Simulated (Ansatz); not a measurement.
Isomers of Sn$_{9}$Au⁺ (singlet), relaxed with r2SCAN-D4/def2-SVP; total energies from Ansatz at PBE0-D4/def2-SVP.

| isomer | description | energy (Eh) |
| --- | --- | --- |
| A | point group Cs; 18 × Sn–Sn 2.87 to 3.21 Å; 4 × Au–Sn 2.77 to 2.85 Å | -2064.74894 |
| B | point group not assigned; 18 × Sn–Sn 2.89 to 3.28 Å; 3 × Au–Sn 2.73 to 2.84 Å | -2064.74493 |

In the def2 sets Au, Sn take a core potential; there is no spin–orbit coupling.

The isomers come from a short search, and lower ones may exist.

Question: Work out the relative energies (1 Eh = 2625.5 kJ/mol) and the Boltzmann populations at 800 K from electronic energies alone (R = 8.314 J/mol/K).

Answer: ΔE: A 0.0, B 10.5 kJ/mol. RT = 6.65 kJ/mol. Factors exp(−ΔE/RT): A 1, B 0.206; sum 1.206. Populations: A 82.9 %, B 17.1 %. Zero-point energy, vibrational entropy and symmetry numbers are left out and can shift these; an error of 4 kJ/mol changes a ratio by a factor of 1.8. Over the other density-functional and correlated levels in def2 sets, the gap between A and B ranges from 8 to 16 kJ/mol.
